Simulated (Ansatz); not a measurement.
Reaction (ligand exchange at the Si–C bond): `[SiH3]/C=C/I` + `[OH][Sc]([F])[Cl]` → `[F][Sc]([Cl])[O][SiH3]` + `C=CI`

Calculated with Ansatz (gas phase, PBE0-D4/def2-TZVP geometries, no zero-point term in ΔE). CCSD(T)/CBS is the MP2 limit (def2-TZVPP, def2-QZVPP) plus CCSD(T) − MP2 in def2-TZVPP, frozen cores. Functionals use def2-TZVPP. B3LYP here is the variant with VWN-RPA as its local correlation; programs differ in this. Elements past krypton have def2 core potentials. For I, Sc outer-core shells are correlated without core-valence functions, which leaves a few kJ/mol of doubt a bond. Scalar relativity is left out up to krypton. One conformer a species, not always the lowest.

**Question.** Is it downhill or uphill in electronic energy at CCSD(T)/CBS, and by how much? (An estimate is asked.)

**Answer.** Ansatz gave: Downhill: ΔE = -25.1 kcal/mol.

**Question.** What do these levels give: PBE-D4, ωB97X-V, ωB97M-V, PBE0, B3LYP, HF/def2-TZVPP, MP2/def2-TZVPP, CCSD/def2-TZVPP, MP2/def2-QZVPP, SCS-MP2/def2-QZVPP, MP2/CBS(def2), CCSD/CBS(def2)? (An estimate is asked.)

**Answer.** Ansatz gave: PBE-D4 -20.9, ωB97X-V -24.3, ωB97M-V -24.0, PBE0 -22.6, B3LYP -25.1, HF/def2-TZVPP -29.8, MP2/def2-TZVPP -24.3, CCSD/def2-TZVPP -25.6, MP2/def2-QZVPP -24.7, SCS-MP2/def2-QZVPP -26.0, MP2/CBS(def2) -24.7, CCSD/CBS(def2) -25.9 kcal/mol.

Largest T1 diagnostic among the species: 0.016.

From PBE to PBE0 (25 % exact exchange), in def2-TZVPP and without D4, ΔE moves by −1.4 kcal/mol. In def2-TZVPP, CCSD(T) changes the Hartree–Fock value by +5.0 kcal/mol (the triples alone add +0.8 kcal/mol) and MP2 by +5.4 kcal/mol.
